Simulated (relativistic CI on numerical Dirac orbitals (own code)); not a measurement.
# Level scheme of In22+

Method of calculation: Dirac-Coulomb-Breit CI, orbitals from a KLI potential per configuration, model QED (radiative potential, 1s self-energy scaled to tabulated hydrogen-like ionisation energies), unscaled Slater integrals (own radial code, finite nucleus).

Configurations in the expansion (outside the closed core [Ne]): 3s2.3p6.3d9, 3s2.3p5.3d10, 3s.3p6.3d10, 3s2.3p6.3d8.4s, 3s2.3p6.3d8.4p, 3s2.3p6.3d8.4d, 3s2.3p6.3d8.4f, 3s2.3p4.3d10.4s, 3s2.3p5.3d9.4s, 3s2.3p6.3d7.4s2, 3s2.3p4.3d10.4p, 3s2.3p6.3d7.4s.4p, 3s2.3p5.3d9.4p, 3s2.3p6.3d8.5s, 3s2.3p6.3d7.4p2, 3s2.3p4.3d10.4d. Levels of other configurations are missing.

The lowest level is 3s2.3p6.3d9 2D_5/2, with 100 % of that term; Hund's rules for 3s2.3p6.3d9 give 2D with J = 5/2, in agreement.

```tsv
No.	Configuration	Term	J	E (eV)	%	Next component (%)	Lifetime (s)
1	3s2.3p6.3d9	2D	5/2	0.000	100		
2	3s2.3p6.3d9	2D	3/2	8.012	100		2.30e-04
3	3s2.3p5.3d10	2P°	3/2	217.873	100		1.57e-12
4	3s2.3p5.3d10	2P°	1/2	257.843	100		1.06e-12
5	3s.3p6.3d10	2S	1/2	380.304	100		2.35e-12
6	3s2.3p6.3d8.4s	4F	9/2	434.951	96	4 2G	2.59e-07
7	3s2.3p6.3d8.4s	2F	7/2	436.605	56	39 4F	5.72e-09
8	3s2.3p6.3d8.4s	2D	5/2	440.581	45	29 4P	7.70e-09
9	3s2.3p6.3d8.4s	2D	3/2	440.872	49	32 4F	4.43e-09
10	3s2.3p6.3d8.4s	4F	7/2	443.046	60	40 2F	8.14e-09
11	3s2.3p6.3d8.4s	4F	5/2	443.272	58	34 2F	9.30e-09
12	3s2.3p6.3d8.4s	4P	5/2	447.645	49	39 2F	8.03e-09
13	3s2.3p6.3d8.4s	4F	3/2	447.785	43	28 2P	5.79e-09
14	3s2.3p6.3d8.4s	4P	1/2	448.309	78	16 2S	1.11e-09
15	3s2.3p6.3d8.4s	4P	3/2	450.538	66	27 2P	6.36e-09
16	3s2.3p6.3d8.4s	2P	1/2	452.058	87	10 4P	1.60e-09
17	3s2.3p6.3d8.4s	2G	9/2	452.453	96	4 4F	9.27e-09
18	3s2.3p6.3d8.4s	2G	7/2	452.551	95	4 2F	8.56e-09
19	3s2.3p6.3d8.4s	2D	5/2	454.806	49	23 2F	5.36e-09
20	3s2.3p6.3d8.4s	2D	3/2	454.932	48	30 2P	3.58e-09
21	3s2.3p6.3d8.4s	2S	1/2	469.716	81	11 4P	2.73e-10
22	3s2.3p6.3d8.4p	4D°	7/2	478.335	63	19 4F°	4.81e-11
23	3s2.3p6.3d8.4p	2G°	9/2	479.696	40	33 4G°	6.98e-11
24	3s2.3p6.3d8.4p	2D°	3/2	483.781	40	27 2P°	3.28e-11
25	3s2.3p6.3d8.4p	2F°	5/2	484.008	37	22 2D°	6.71e-11
26	3s2.3p6.3d8.4p	4D°	5/2	486.316	41	35 4F°	1.04e-11
27	3s2.3p6.3d8.4p	4G°	7/2	486.604	61	17 2G°	3.05e-11
28	3s2.3p6.3d8.4p	4G°	11/2	490.115	96	4 2H°	3.40e-11
29	3s2.3p6.3d8.4p	4D°	3/2	490.447	42	25 4P°	1.22e-11
30	3s2.3p6.3d8.4p	2P°	1/2	490.530	43	41 4D°	3.05e-11
31	3s2.3p6.3d8.4p	4G°	5/2	491.151	33	28 2D°	2.56e-12
32	3s2.3p6.3d8.4p	4F°	9/2	491.465	68	29 2G°	3.33e-11
33	3s2.3p6.3d8.4p	2F°	7/2	491.737	58	28 4D°	3.93e-12
34	3s2.3p6.3d8.4p	4P°	1/2	492.754	64	29 4D°	7.09e-11
35	3s2.3p6.3d8.4p	2D°	5/2	493.145	64	17 4D°	1.56e-12
36	3s2.3p6.3d8.4p	4D°	3/2	493.618	40	20 2D°	8.49e-12
37	3s2.3p6.3d8.4p	2F°	7/2	495.781	69	18 2G°	1.78e-12
38	3s2.3p6.3d8.4p	2H°	9/2	495.933	80	18 2G°	7.03e-11
39	3s2.3p6.3d8.4p	2D°	5/2	496.064	39	25 2F°	1.53e-12
40	3s2.3p6.3d8.4p	2F°	7/2	497.217	52	15 4D°	4.19e-12
41	3s2.3p6.3d8.4p	2D°	5/2	497.273	30	23 2F°	5.26e-12
42	3s2.3p6.3d8.4p	4D°	3/2	497.566	41	33 2P°	1.47e-12
43	3s2.3p6.3d8.4p	4G°	9/2	497.993	64	30 2G°	3.43e-11
44	3s2.3p6.3d8.4p	4D°	1/2	498.066	43	40 2P°	1.30e-11
45	3s2.3p6.3d8.4p	4F°	7/2	498.921	47	23 2F°	4.01e-12
```

Energies count from the lowest computed level; ° marks odd parity; lifetimes are radiative, by E1, M1, E2, M2 decay to levels of this space only.

The mean weight of the leading LS term, summed over parents, in these 45 levels is 63 %, and that of the leading jj configuration (from the same eigenvectors) 83 %, so jj coupling describes them better and the LS labels are nominal.

At this charge energies of transitions that change n are usually good to better than 1 %, and those within a shell (Δn = 0) to a few per cent.

LS names give the leading component of a level, which can be under half, so a name can repeat, a term be missing and a line seem to break the LS rules.
